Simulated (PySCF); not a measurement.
# BeSi: frontier orbitals

PBE0 at R = 2.134 Å; PySCF, no relativity, basis sets Be pcseg-1, Si pcseg-1. State: ³Σ⁻ (triplet), unpaired electrons π ↑↑. Only the outer orbitals are listed, counted within each symmetry.

```
spin  orbital  occ.  ε (eV)  on Be (%)            main shells (%)
   α       5σ     1  -13.37         14            83 Si s, 9 Be s
   α       6σ     1   -7.41         44  44 Be s, 39 Si p, 16 Si s
   α       2π     1   -5.76         22           78 Si p, 22 Be p
   α       2π     1   -5.76         22           78 Si p, 22 Be p
   α       7σ     0   -3.09         81  44 Be s, 37 Be p, 19 Si p
   α       3π     0   -0.91         78           78 Be p, 20 Si p
   α       3π     0   -0.91         78           78 Be p, 20 Si p
   β       5σ     1  -11.49         22           75 Si s, 18 Be s
   β       6σ     1   -6.63         60  55 Be s, 25 Si p, 15 Si s
   β       7σ     0   -3.26         58  46 Be p, 36 Si p, 12 Be s
   β       2π     0   -2.69         48           52 Si p, 48 Be p
   β       2π     0   -2.69         48           52 Si p, 48 Be p
```

Which are the highest filled and the lowest empty level, where do they sit, and how wide is the gap?

Highest filled α 2π at -5.76 eV (in %: 78 Si p, 22 Be p); lowest empty β 7σ at -3.26 eV (in %: 46 Be p, 36 Si p, 12 Be s); the gap at PBE0 is 2.50 eV.

- bond order (Mayer): 1.67
- ⟨S²⟩: 2.108
- charge on Be (Mulliken, basis-dependent): 0.16
- charge on Be (Löwdin, basis-dependent): 0.09
- dipole moment (positive dipole means Be(−)Si(+)): -2.21 D
- polarisability along the bond: 133.0 bohr³
- polarisability across the bond: 52.0 bohr³

The state is the lowest determinant that a PBE0 search found; another state may lie lower at other levels.
